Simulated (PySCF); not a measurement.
## Correlation energy of Cd (cadmium, neutral)

[Kr] 4d9 5s2 5p1, one real determinant (an excited configuration). All numbers are calculated (PySCF 2.14, the spin-free X2C one-electron Hamiltonian (Gaussian nucleus), in x2c-QZVPPall). Frozen: [Ar] 3d10; 20 electrons correlated.

MP2 pair energies summed by pair of shells (mhartree):

| pair | energy | share (%) |
| --- | --- | --- |
| 4d-4d | -291.20 | 40.5 |
| 4p-4d | -180.23 | 25.1 |
| 4d-5s | -73.38 | 10.2 |
| 4p-4p | -49.78 | 6.9 |
| 4s-4d | -34.37 | 4.8 |
| 4s-4p | -25.01 | 3.5 |
| 5s-5s | -17.37 | 2.4 |
| 4d-5p | -14.70 | 2.0 |
| 5s-5p | -13.10 | 1.8 |
| 4p-5s | -11.17 | 1.6 |
| 4s-4s | -4.34 | 0.6 |
| 4p-5p | -2.31 | 0.3 |
| 4s-5s | -1.12 | 0.2 |
| 4s-5p | -0.26 | 0.0 |

Total MP2 correlation energy: -718.35 mhartree.

Same-spin part -232.14 and opposite-spin part -486.21 mhartree; SCS-MP2 scales them by 1/3 and 6/5 to -660.84 mhartree.

The basis was made for the ground configuration and has no added diffuse functions, which can raise the energy of the promoted electron.

The reference is one real determinant that mixes LS terms of this configuration.

This basis was not built for core-valence correlation, so the inner-shell part is incomplete.
